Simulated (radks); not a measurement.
Removal energies from the thulium ion Tm10+, [Kr] 4d10 4f8 5s2 5p3, by Delta-SCF beside the eigenvalue of the level emptied. Method: scalar-relativistic Kohn-Sham, PBE, spin-polarised, spherical densities, finite nucleus; Fermi nuclear charge, rms radius of each element as measured or else 0.836 A^(1/3) + 0.57 fm; computed with a radial shooting solver on a logarithmic mesh with Libxc functionals. Open shells are filled with parallel spins first.

removed from    final configuration  Delta-SCF (eV)  -eigenvalue (eV)
5p            [Kr] 4d10 4f8 5s2 5p2          194.89            185.70
4f            [Kr] 4d10 4f7 5s2 5p3          206.00            190.89
5s            [Kr] 4d10 4f8 5s1 5p3          223.24            213.71
4d             [Kr] 4d9 4f8 5s2 5p3          381.47            365.70
